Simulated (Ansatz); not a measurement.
Compare A (`OBC[SiH3]`) with its isomer B (`BO[SiH2]C`).

Gas-phase electronic energies from Ansatz, PBE0-D4/def2-TZVP geometries. CBS: MP2 limit from def2 TZ/QZ plus the TZ coupled-cluster correction, frozen cores. Functionals use def2-TZVPP. One conformer a species, not always the lowest.

Which is lower in electronic energy at CCSD(T)/CBS, and by how much? (Estimate.)

Computed: B, by 17.1 kcal/mol.

Give E(B) − E(A) in kcal/mol with CCSD(T)/def2-SVP, CCSD(T)/def2-TZVPP, CCSD/def2-TZVPP, ωB97M-V, LDA (SPW92), HF/def2-TZVPP, MP2/def2-TZVPP. (An estimate is asked.)

Computed: CCSD(T)/def2-SVP -12.4, CCSD(T)/def2-TZVPP -16.6, CCSD/def2-TZVPP -17.3, ωB97M-V -16.5, LDA (SPW92) -12.0, HF/def2-TZVPP -21.7, MP2/def2-TZVPP -17.1. None reverses the order clearly.

Does the order hold for the free energy at 298.15 K (harmonic terms from PBE0-D4)? (An estimate is asked.)

Computed: Yes: G(B) − G(A) = -17.5 kcal/mol, for one conformer each. Modes under 60 cm⁻¹, often nearly free rotors, make the harmonic entropy too high.

Largest T1 diagnostic: 0.012.

From PBE to PBE0 (25 % exact exchange), in def2-TZVPP and without D4, E(B) − E(A) moves by −1.1 kcal/mol. At CCSD(T), def2-SVP lies +4.7 kcal/mol from the extrapolated value and def2-TZVPP +0.5 kcal/mol.
